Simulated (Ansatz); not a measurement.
Species: OsO3 (charge 0, singlet). SMILES: [O]=[Os](=[O])=[O]
Coordinates optimised at B3LYP-D3(BJ)/def2-TZVP (Ansatz, a first-principles code):
```xyz
4

Os     0.0000     0.0000     0.0000
O      1.6952    -0.0438     0.0045
O     -0.8096     1.4898    -0.0246
O     -0.8856    -1.4460     0.0201
```
Charge 0, spin multiplicity 1.

Parts of the frozen-core correlation energy in def2-TZVPPD (Ansatz, hartree). Frozen orbitals: 7; correlated occupied orbitals by spin: 13 and 13; virtual: 159 and 159. No spin-orbit coupling. Past Kr the def2 sets carry scalar-relativistic core potentials. The restricted reference is unstable.

```json
[
 {"term": "reference (HF)", "value": "-314.46285"},
 {"term": "MP2 opposite-spin", "value": "(withheld)"},
 {"term": "MP2 same-spin", "value": "(withheld)"},
 {"term": "CCSD correlation", "value": "-1.04627"},
 {"term": "(T)", "value": "(withheld)"},
 {"term": "T1 diagnostic", "value": "0.031"},
 {"term": "largest doubles amplitude", "value": "0.083"}
]
```

**Question.** Some entries are withheld; supply them.

**Answer.** 
- MP2 opposite-spin, value: -0.81386
- MP2 same-spin, value: -0.34531
- (T), value: -0.08053
